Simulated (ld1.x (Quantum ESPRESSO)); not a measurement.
# Before and after: PAW potential for zinc

```
Element                 : Zn (Z = 30)
Generator               : ld1.x (Quantum ESPRESSO) 7.5
Type                    : PAW
Functional              : BP86
Relativity              : scalar-relativistic
Frozen core             : [Ar]
Valence charge          : 12
Reference configuration : 3d10 4s2 4p0
Partial waves           : 4s (bound): rcut 1.95, rcutus 2.05 bohr; 4s channel at 0.45 Ry: rcut 1.95, rcutus 2.05 bohr; 4p (bound, empty): rcut 2.45, rcutus 3.25 bohr; 4p channel at 1.05 Ry: rcut 2.45, rcutus 3.25 bohr; 3d (bound): rcut 0.85, rcutus 1.05 bohr; 3d channel at 0.05 Ry: rcut 0.85, rcutus 1.05 bohr; 4f channel at -0.15 Ry: rcut 2.20, rcutus 2.65 bohr
Local potential         : all-electron potential smoothed inside 2.10 bohr (lloc = -2)
Core correction         : Bessel-smoothed model core inside 0.90 bohr
Augmentation charge     : BESSEL, radius 0.85 bohr
```

Change: all radii but the core radius scaled by about 1.23 (s 2.52, p 4.00, d 1.28, f 3.26 bohr, rcut 2.40/3.00/1.04/2.70); local potential all-electron potential smoothed inside 2.58 bohr (lloc = -2); augmentation BESSEL, radius 1.04 bohr.

Cutoffs: the cutoffs (Ry, on a coarse ladder) from which the occupation-weighted sum of valence levels, in a spherical-Bessel basis at the reference potential, stays within 10 and 1 mRy of its value at 400 Ry; they do not see the model core or the augmentation charge, which bear on the density cutoff. Errors are all-electron minus pseudo energies relative to the spin-unpolarised reference configuration.

Predict the effect on cutoff, ghosts and configuration errors.

The potential gets softer (140 Ry and 230 Ry → 90 Ry and 140 Ry); of the 7 tests that both files solve, the error grows in 2 and shrinks in 3 by more than 15 % and 0.3 meV (median size 13.6 → 12.3 meV); neither file shows a bound ghost. A larger radius leaves more room for a smooth pseudo-wave, so fewer plane waves are needed.

| quantity | base | changed |
| --- | --- | --- |
| cutoff, loose | 140 Ry | 90 Ry |
| cutoff, tight | 230 Ry | 140 Ry |
| loose cutoff by channel (10 mRy a level) | s 6 Ry, d 90 Ry | s 6 Ry, d 55 Ry |
| bound ghosts | none | none |
| error for 3d10 4s1 4p0, meV [ΔE 10.09 eV] | -2.6 | -1.0 |
| error for 3d10 4s0 4p0, meV [ΔE 28.61 eV] | -14 | -12 |
| error for 3d9 4s0 4p0, meV [ΔE 69.22 eV] | -169 | -205 |
| error for 3d9 4s2 4p1, meV [ΔE 12.26 eV] | -97 | -91 |
| error for 3d10 4s0 4p1, meV [ΔE 16.46 eV] | -9.0 | -5.0 |
| error for 3d10 4s1.5 4p0, meV [ΔE 4.04 eV] | -0.7 | -0.3 |
| error for 3d8 4s0 4p0, meV [ΔE 131.09 eV] | -1102 | -1408 |
| lowest overlap eigenvalue by channel | s 0.43, p 0.53, d 1.00, f 0.57 | s 0.44, p 0.10, d 1.00, f 0.33 |
